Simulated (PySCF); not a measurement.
Estimate the missing entries of this data sheet.

CH9NSi2.
Numbering: `[CH3:1][Si@@H:2]([NH2:3])[SiH3:4]` (hydrogens: H5, H6, H7 on C1; H8 on Si2; H9, H10 on N3; H11, H12, H13 on Si4)

Conformer (atom-mapped SMILES and torsion angles): `[CH3:1][Si@@H:2]([NH2:3])[SiH3:4]`: H–N3–Si2–C1 -54°, H–N3–Si2–C1 169°.

```csv
property,level,value
point group,PBE0-D3(BJ)/def2-SVP,?
"rotational constants A, B, C",PBE0-D3(BJ)/def2-SVP,"5.413, 2.729, 2.055 GHz"
dipole moment,wB97X-D/def2-SVPD,?
HOMO energy,wB97X-D/def2-SVPD,-9.14 eV
LUMO energy,wB97X-D/def2-SVPD,1.84 eV
lowest singlet excitation,TDDFT wB97X-D/def2-SVPD,?
strongest line among the 10 lowest singlet transitions,TDDFT wB97X-D/def2-SVPD,"S6 at 7.87 eV (158 nm, f = 0.233)"
lowest triplet excitation (Tamm–Dancoff),TDA wB97X-D/def2-SVPD,?
static isotropic polarisability,wB97X-D/def2-SVPD,79.9 au
vertical ionisation energy,ΔSCF wB97X-D/def2-SVPD,?
electronic spatial extent ⟨r²⟩ about the centre of nuclear charge,wB97X-D/def2-SVPD,670 bohr²
13C chemical shifts (computed TMS as zero) by class,GIAO KT3/pcSseg-2,-1.0 (C1) ppm
1H chemical shifts (computed TMS as zero) by class,GIAO KT3/pcSseg-2,"5.42 (H8), 3.27 (H11/H12/H13), 0.40 (H5/H6/H7), 0.10 (H9/H10) ppm"
"isotropic shieldings of nuclei other than C and H, by class",GIAO KT3/pcSseg-2,?
core binding energies,"ΔSCF SCAN, pcX-2 on the ionised atom, pcseg-1 elsewhere, spin-free X2C, 2p3/2 from a spin–orbit splitting computed afterwards within the 2p shell",?
```

The electronic properties come from PySCF, for the isolated species, density fitting. NMR classes are plain means over equivalent atoms (diastereotopic ones count apart unless rotation or inversion swaps them), as if these changed places fast; in this geometry the members of some classes differ.

Give the dipole moment.

1.41 D.

The lowest triplet excitation (Tamm–Dancoff)?

5.97 eV.

What are the core binding energies?

Si2p3/2 106.2 (Si4), Si2p3/2 106.4 (Si2), C1s 290.1 (C1), N1s 404.5 (N3), Si1s 1845.9 (Si4), Si1s 1846.2 (Si2) eV.

The point group?

C1.

The lowest singlet excitation?

6.31 eV (196 nm, f = 0.007).

Give the isotropic shieldings of nuclei other than C and H, by class.

244 (N3), 381 (Si2), 465 (Si4) ppm.

What is the vertical ionisation energy?

9.38 eV.

No computed singlet falls in the visible range (750 to 380 nm, 1.65 to 3.26 eV); S1 lies 3.05 eV above its blue end. The principal polarisabilities are 72.2, 77.2 and 90.2 au; their mean is the isotropic value. The 10 singlets span 6.31 to 8.39 eV, and their oscillator strengths add up to 0.52. The rotational constants make it an asymmetric top with κ = (2B − A − C)/(A − C) = -0.60, nearer the prolate limit (−1).

For the geometry optimisation (PBE0-D3(BJ)/def2-SVP), hardware: one thread of an Arm Neoverse V1 (shared host). Cost: 77 s.

One conformer stands for the species.
